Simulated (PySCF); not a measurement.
AlClH5NO2Si, SMILES [OH][Al]([OH])[NH][SiH2]Cl. Geometry: PBE-D3(BJ)/def2-SVP. The structure was generated by enumeration; whether it is a known compound was not checked. The values are those of a single conformer.

**Question.** Give the equilibrium geometry at PBE-D3(BJ)/def2-SVP (PySCF confirms it by a frequency run) as bond lengths and angles. (An estimate is asked for; the answer gives what the named calculation found.)

**Answer.** One answer among several that fit: 
Atoms: Si1 Cl2 N3 Al4 O5 O6 H7 H8 H9 H10 H11. Bonded distances (Å): Si1–Cl2 2.097, Si1–N3 1.728, Si1–H7 1.502, Si1–H8 1.499, N3–Al4 1.804, N3–H9 1.027, Al4–O5 1.710, Al4–O6 1.711, O5–H10 0.969, O6–H11 0.969. Bond angles (°): Cl2–Si1–N3 113.3, Cl2–Si1–H7 106.6, Cl2–Si1–H8 106.1, N3–Si1–H7 107.2, N3–Si1–H8 111.9, H7–Si1–H8 111.7, Si1–N3–Al4 127.1, Si1–N3–H9 115.6, Al4–N3–H9 116.5, N3–Al4–O5 116.3, N3–Al4–O6 122.6, O5–Al4–O6 121.1, Al4–O5–H10 121.8, Al4–O6–H11 123.3.
Charge 0, spin multiplicity 1.
